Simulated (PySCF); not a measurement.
# RbF: a base run and its variants

Base input, run as `OMP_NUM_THREADS=1 python input.py` with PySCF 2.14:

```python
from pyscf import gto, scf

mol = gto.M(
    atom='Rb 0 0 0; F 0 0 2.239',
    basis='ano-rcc-vdzp',
    charge=0,
    spin=0,
    verbose=4,
)
mf = scf.RHF(mol)
mf = mf.sfx2c1e()
mf.kernel()
mf.nuc_grad_method().kernel()
mf.dip_moment()
print('orbital energies (hartree):', mf.mo_energy[..., max(0, mol.nelec[1]-3):mol.nelec[0]+3].round(4))
```

Base result: E(SCF) = -3078.675691 Eh, 9 cycles, μz(SCF) = -9.43 D, gradient on the second atom -0.0198 Eh/bohr. Stability towards an unrestricted solution was not tested. The bond length is a typed value, not an optimised one.

It ran on Arm Neoverse V2 (1 thread, shared host) in 19 s, peak memory 0.16 GiB.

Each row names what differs from the base; energies in brackets are changes from the base.

| change | result | wall time (s) |
| --- | --- | --- |
| geometry: bond 2.239 → bond 2.508 | E(SCF) = -3078.675278 Eh (+0.0112 eV), 9 cycles, μz(SCF) = -10.98 D, gradient on the second atom 0.0151 Eh/bohr | 18 |
| charge: 0 → 1; spin (2S): 0 → 1; SCF type: RHF → UHF [another spin of the ion may lie lower] | E(SCF) = -3078.401626 Eh (+7.4577 eV), 10 cycles, ⟨S²⟩ = 0.754, gradient on the second atom -0.0516 Eh/bohr | 19 |
| geometry: bond 2.239 → bond 2.306 | E(SCF) = -3078.677367 Eh (-0.0456 eV), 9 cycles, μz(SCF) = -9.83 D, gradient on the second atom -0.0073 Eh/bohr | 18 |
| basis set: ano-rcc-vdzp → jorge-dzp-dkh | E(SCF) = -3078.449522 Eh (+6.1544 eV), 8 cycles, μz(SCF) = -9.01 D, gradient on the second atom -0.0114 Eh/bohr | 2.4 |
| charge: 0 → -1; spin (2S): 0 → 1; SCF type: RHF → UHF [another spin of the ion may lie lower] [no diffuse functions for the anion] | E(SCF) = -3078.671519 Eh (+0.1135 eV), 11 cycles, ⟨S²⟩ = 0.750, gradient on the second atom -0.0362 Eh/bohr | 19 |
| spin (2S): 0 → 1 [unsound on purpose] [runs as restricted open-shell] | stops with RuntimeError (Electron number 46 and spin 1 are not consistent) | 0.6 |
| convergence threshold: default → 0.001 | E(SCF) = -3078.675690 Eh (+0.0000 eV), 4 cycles, μz(SCF) = -9.43 D, gradient on the second atom -0.0198 Eh/bohr | 19 |
| functional: none (Hartree–Fock) → hse06; SCF type: RHF → RKS; step after the SCF: gradient → analyze | E(SCF) = -3080.575318 Eh, 9 cycles, μz(SCF) = -9.00 D | 29 |
